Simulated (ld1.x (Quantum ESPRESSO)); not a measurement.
**Before and after: TM potential for Os (Z = 76)**

Os (Z = 76), norm-conserving Troullier–Martins (Kleinman–Bylander form), made with ld1.x (Quantum ESPRESSO) 7.5 (LDA (PZ), scalar-relativistic). Core [Kr] 4d10 4f14, reference 5s2 5p6 5d6 6s0 6p0 (charge +2). Waves: 5p (bound): rc 1.10 bohr; 5d (bound): rc 1.40 bohr; 5s (bound): rc 1.60 bohr. Local part: the s channel. Core correction: none.

Change: fully relativistic.

Cutoffs: the cutoffs (Ry, on a coarse ladder) from which the occupation-weighted sum of valence levels, in a spherical-Bessel basis at the reference potential, stays within 10 and 1 mRy of its value at 400 Ry; they do not see the model core or the augmentation charge, which bear on the density cutoff. Errors are all-electron minus pseudo energies relative to the spin-unpolarised reference configuration.

Question: What does the change do?

Answer: The number of tests that count goes from 9 to 7; of the 7 tests that both files solve, the error grows in 1 and shrinks in 2 by more than 15 % and 0.3 meV (median size 2595.0 → 2565.8 meV); neither file shows a bound ghost at the reference potential, the only one tested.

| quantity | base | changed |
| --- | --- | --- |
| cutoffs, loose and tight | 120 Ry, 180 Ry | not determined |
| bound ghosts | none | none |
| error for 5s2 5p6 5d6 6s2 6p0, meV [ΔE -27.15 → -27.15 eV] | +4332 | +4285 |
| error for 5s2 5p6 5d6 6s1 6p0, meV [ΔE -17.28 eV] | +2595 | +2566 |
| error for 5s2 5p6 5d5 6s0 6p0, meV [ΔE 29.16 → 29.15 eV] | -4.5 | +2.0 |
| error for 5s2 5p6 5d6 6s0 6p2, meV [ΔE -16.52 → -16.64 eV] | +111 | +412 |
| error for 5s2 5p6 5d5 6s2 6p1, meV [ΔE -21.00 → -21.06 eV] | +5281 | +5357 |
| error for 5s2 5p6 5d6 6s1.5 6p0, meV [ΔE -23.10 eV] | +3556 | +3516 |
| error for 5s2 5p6 5d4 6s0 6p0, meV [ΔE 70.95 → 70.92 eV] | -13 | +7.6 |
| s: phases at 1.76 bohr within 0.05 rad from the reference energy up to (Ry; the scan ends near 5) | -3.8 | -3.8 |

Base: These tests converged, but a pseudo level misses the all-electron one widely, so the file describes the atom poorly there or has found another state: 5s2 5p6 5d6 6s2 6p0: 6s by 1.4 eV; 5s2 5p6 5d6 6s1 6p0: 6s by 2.1 eV; 5s2 5p6 5d5 6s0 6p0: empty 6s by 4.0 eV; 5s2 5p6 5d6 6s0 6p2: empty 6s by 2.5 eV; 5s2 5p6 5d5 6s2 6p1: 6s by 1.8 eV; 5s2 5p6 5d4 6s0 6p0: empty 6s by 5.1 eV. Changed file: These tests converged, but a pseudo level misses the all-electron one widely, so the file describes the atom poorly there or has found another state: 5s2 5p6 5d6 6s2 6p0: 6s by 1.4 eV; 5s2 5p6 5d6 6s1 6p0: 6s by 2.1 eV; 5s2 5p6 5d5 6s0 6p0: empty 6s by 4.0 eV; 5s2 5p6 5d6 6s0 6p2: empty 6s by 2.3 eV; 5s2 5p6 5d5 6s2 6p1: 6s by 1.7 eV; 5s2 5p6 5d4 6s0 6p0: empty 6s by 5.0 eV.
